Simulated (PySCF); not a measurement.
Structure problem from calculated spectra and properties.

Formula: CH6P2Si.

| Quantity | Value |
| --- | --- |
| 1H NMR | chemical shifts (computed TMS as zero) by class: 9.96 (1 H), 3.97 (3 H), 2.62 (2 H) ppm [GIAO PBE0/pcSseg-1] |
| Valence photoelectron | vertical ionisation energy: 9.20 eV [ΔSCF PBE0/def2-SVPD] |
| 13C NMR | chemical shifts (computed TMS as zero) by class: 35.1 (1 C) ppm [GIAO PBE0/pcSseg-1] |
| Rotational structure | rotational constants A, B, C: 6.453, 1.724, 1.495 GHz [PBE0-D3(BJ)/def2-SVP] |
| XPS | Si2p3/2 107.0, P2p3/2 136.1, P2p3/2 136.4, C1s 290.5, Si1s 1846.7, P1s 2149.6, P1s 2150.0 eV [ΔSCF SCAN, pcX-2 on the ionised atom, pcseg-1 elsewhere, spin-free X2C, 2p3/2 from a spin–orbit splitting computed afterwards within the 2p shell] |
| UV, first state | lowest singlet excitation: 3.57 eV (347 nm, f = 0.001) [TDDFT PBE0/def2-SVPD] |

Electronic properties: PySCF, gas phase, density fitting. Levels stand in brackets. Isolated species at its PBE0-D3(BJ)/def2-SVP geometry (one conformer only). NMR classes are plain means over equivalent atoms (diastereotopic ones count apart unless rotation or inversion swaps them), as if these changed places fast.

Question: Give a SMILES that accounts for the data.

Answer: Numbering: `[H]/[P:4]=[P:3]\[CH2:2][SiH3:1]`. The one carbon: sp3 carbon bound to silicon [C2] (35.1 ppm). Hydrogen classes from least to most shielded: 1 H on a phosphorus bonded to P and H, P4 (9.96 ppm), 3 H on an SiH3 silicon, Si1 (3.97 ppm, a mean of values up to 0.6 ppm apart in this geometry), 2 H on an sp3 carbon bound to silicon, C2 (2.62 ppm). The core levels belong to: Si2p3/2 107.0 eV, SiH3 silicon [Si1]; P2p3/2 136.1 eV, phosphorus bonded to P and H [P4]; P2p3/2 136.4 eV, phosphorus bonded to C and P [P3]; C1s 290.5 eV, sp3 carbon bound to silicon [C2]; Si1s 1846.7 eV, SiH3 silicon [Si1]; P1s 2149.6 eV, phosphorus bonded to P and H [P4]; P1s 2150.0 eV, phosphorus bonded to C and P [P3]. S1 is mainly HOMO−1→LUMO (weight 0.95); the largest Löwdin shares of the orbital it empties are 0.61 on the phosphorus bonded to C and P, 0.19 on the phosphorus bonded to P and H and 0.12 on the sp3 carbon bound to silicon, of the orbital it fills 0.42 on the phosphorus bonded to C and P, 0.41 on the phosphorus bonded to P and H, 0.07 on the sp3 carbon bound to silicon and 0.05 on the P–H hydrogen. The first electron is taken from the HOMO, whose largest Löwdin shares are 0.44 on the phosphorus bonded to P and H, 0.35 on the phosphorus bonded to C and P, 0.09 on the sp3 carbon bound to silicon and 0.05 on the SiH3 silicon. The optimised geometry has point group C1 and is an asymmetric top. Structure: `[H]/P=P\C[SiH3]`. The assignments are read from this structure; whether some other isomer fits the data as well wasn't checked.

Shape of the structure used: `[H]/[P:4]=[P:3]\[CH2:2][SiH3:1]`: Si1–C2–P3–P4 -81°.
